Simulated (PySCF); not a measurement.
Calculation: B3LYP-D3(BJ)/def2-TZVP in PySCF. Isolated molecules, 0 K electronic values unless said otherwise. B3LYP has the VWN-RPA correlation part, as in Gaussian. 

Reference species (SMILES): `Br[CH]Br` (neutral, multiplicity 2).

```
Item           Result
-------------  ------
dipole moment  0.76 D
```

Changed species: `[CH2]Br` (radical fragment; the reference has radical fragment).

**Question.** Predict the effect on the dipole moment.

**Answer.** the dipole moment goes up by 0.21 D, to 0.97 D.
